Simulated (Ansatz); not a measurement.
Reaction (cleavage of the B–Si bond): `B[SiH](F)BCl` + `N=C=O` → `O=C=NBCl` + `B[SiH2]F`

Isolated molecules relaxed with PBE0-D4/def2-TZVP in Ansatz; ΔE leaves out vibrations. CBS: MP2 limit from def2 TZ/QZ plus the TZ coupled-cluster correction, frozen cores. This one scheme is used for every species. DFT in def2-TZVPP. Each species was taken in one conformer, which may not be the lowest.

```tsv
level	ΔE (kJ/mol)
PBE-D4	-114.6
PBE0-D4	-120.8
r2SCANh-D4	-125.7
PBE-QIDH	-129.0
CAM-B3LYP	-135.7
HF/CBS(def2)	-147.6
MP2/CBS(def2)	-133.2
CCSD/CBS(def2)	-126.1
```

Q: What does CCSD(T)/CBS give? (An estimate is asked.)

A: The calculation gave: -124.0 kJ/mol. The listed levels differ from it by 9.4, 3.2, -1.7, -5.0, -11.7, -23.6, -9.2, -2.1 kJ/mol.

Largest T1 diagnostic among the species: 0.018.

From BLYP to BHLYP (50 % exact exchange), in def2-TZVPP and without D4, ΔE moves by −10.9 kJ/mol. In def2-TZVPP, CCSD(T) changes the Hartree–Fock value by +21.0 kJ/mol (the triples alone add +2.1 kJ/mol) and MP2 by +11.9 kJ/mol.
